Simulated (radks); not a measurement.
Sc4+, configuration [Ne] 3s2 3p5 (the NIST ground configuration).

Method: scalar-relativistic Kohn-Sham, LDA (Slater exchange, Perdew-Wang correlation), spin-unpolarised, spherical densities, point nucleus; computed with a radial shooting solver on a logarithmic mesh with Libxc functionals.

Energy parts (eV):
| part | energy |
|---|---|
| total | -20624.750 |
| kinetic | 20772.711 |
| electron-nucleus | -48129.999 |
| Hartree | 7699.774 |
| exchange-correlation | -967.236 |

Orbitals (lengths in bohr, moments of r in powers of bohr):
orbital,occ.,eigenvalue (eV),<r^4>,<r>,<r^2>
1s,2,-4442.169,0.0001336,0.07320,0.007205
2s,2,-529.3260,0.03470,0.3442,0.1402
2p,6,-444.5129,0.02831,0.3078,0.1170
3s,2,-105.4096,2.344,1.033,1.224
3p,5,-83.4079,3.132,1.089,1.380
3d,0,-50.2474,6.005,1.212,1.771
4s,0,-35.5830,66.56,2.460,6.809

The highest occupied level is 3p at -83.408 eV. Summed over all electrons, <r^2> = 10.34 bohr^2, which gives a Langevin (diamagnetic) susceptibility term of -8.19 x 10^-6 cm^3/mol. For comparison, the ionisation energy in NIST's Atomic Spectra Database is 91.95 eV (semi-empirical). In exact Kohn-Sham theory the highest level is minus the ionisation energy, but local and semilocal functionals leave it too shallow, through self-interaction and a potential that decays too fast; potentials with the right tail come closer. The density falls to 0.001 e/bohr^3 at r = 2.59 bohr.

Beside tabulated values, note that spin-unpolarised runs miss the spin-polarisation part of the exchange energy of open shells.
